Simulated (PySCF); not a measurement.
H₃Ti, SMILES [TiH3+] (connectivity only; charge and spin as stated), charge +1, multiplicity 1. Atoms are numbered in the order given.

```xyz
4

Ti     0.0884    -0.1230     0.0000
H     -0.2141     1.6677     0.4096
H     -1.5169    -0.6286     0.0000
H     -0.2141     1.6677    -0.4096
```
Charge +1, spin multiplicity 1.

The structure is a stationary point at ωB97X-D3(BJ)/def2-TZVPD. The multiplicity is an assumed one; other spin states were not compared.

All values below come from CAM-B3LYP/def2-TZVPD in PySCF.

Gas-phase values at a fixed geometry.

The total energy comes out as -850.83822 hartree, the point group is Cs and the highest occupied level comes out as -12.57 eV. The lowest empty level comes out as -7.51 eV. The orbital gap is 5.06 eV and the dipole moment about the centre of nuclear charge is 3.34 D. The mean static polarisability is 34.4 bohr³ (5.10 Å³) and the polarisability, principal values is 22.6, 39.9, 40.9 bohr³.
